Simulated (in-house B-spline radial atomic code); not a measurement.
## Xe XXIII (Xe22+): [Ar] 3d10 4s2 (4p1/2)2

Method: Dirac-Hartree-Fock, average of the jj configuration, Fermi nucleus of rms radius 4.7859 fm. Calculated with a radial B-spline atomic code at the basis-set limit.

Screening seen three ways: the hydrogenic charge with the same mean radius, Z_r = [3n² - l(l+1)]/(2<r>), the one with the same energy, Z_e = n√(-2ε), and Slater's rules. Values are occupation-weighted means over j. An effective charge above Z reflects the relativistic contraction of the inner shells.

```csv
shell,electrons,ε (eV),<r> (bohr),Z_r,Z_e,Slater
1s,2,-35419,0.02665,56.29,51.02,53.70
2s,2,-6161,0.1139,52.70,42.56,49.85
2p,6,-5597.3,0.09997,50.01,40.57,49.85
3s,2,-1787.6,0.3011,44.84,34.39,42.75
3p,6,-1599.1,0.2986,41.86,32.52,42.75
3d,10,-1321,0.2746,38.23,29.56,32.85
4s,2,-752.68,0.6439,37.27,29.75,27.65
4p,2,-699.98,0.6523,35.26,28.69,27.65
```

The least bound orbital is 4p1/2 at -700 eV, and it is also the most diffuse (<r> = 0.6523 bohr).

For the 1s electron the small component carries 3.96 % of the norm, the zero-frequency Breit interaction raises the level by 86.88 eV, self-energy by 49.96 eV, and vacuum polarisation lowers it by 7.001 eV.
